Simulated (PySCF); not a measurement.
# Tl (thallium, neutral) across methods

[Xe] 4f14 5d10 6s2 6d1, 2D determinant (an excited configuration). All numbers are calculated (PySCF 2.14, a scalar-relativistic core potential, in aug-cc-pwCVDZ-PP with ECP60MDF (6s5p4d1f, 48 functions)). The B2PLYP total includes its PT2 part (frozen core); its orbital energies are those of the SCF part.

```
 method  E (hartree)  mean ε 6s α (eV)  mean ε 6s β (eV)  mean ε 6d α (eV)  Σ⟨r²⟩ (bohr²)   ⟨S²⟩
 PBEsol    -172.1885           -11.711           -11.665             0.027          84.77  0.750
   PBE0    -172.3459           -12.475           -12.437            -0.280          84.93  0.750
    LDA    -172.1023           -12.010           -11.942             0.098          84.38  0.750
    UHF   -171.35394           -14.048           -14.010            -0.689          85.71  0.750
 r2SCAN    -172.4212           -11.755           -11.843             0.049          84.75  0.750
   MN15    -172.0094           -13.589           -13.514             0.455          83.14  0.750
r2SCANh    -172.3959           -12.107           -12.186            -0.040          84.73  0.750
    PBE    -172.3886           -11.617           -11.576            -0.051          84.96  0.750
```

Task: Estimate the same row for B2PLYP.

Result: E (hartree) = -172.0170; mean ε 6s α (eV) = -13.101; mean ε 6s β (eV) = -13.088; mean ε 6d α (eV) = -0.348; Σ⟨r²⟩ (bohr²) = 85.14; ⟨S²⟩ = 0.750.

Energies and moments cover only the electrons outside the core potential. Spin-orbit coupling, absent here, splits the open shell strongly. The outer electron is Rydberg-like, and this basis confines it to a smaller radius and binds it less than a complete one would.

The highest occupied level is positive at PBEsol, LDA, r2SCAN, MN15: only the finite basis holds that electron, which in a density functional comes from self-interaction.
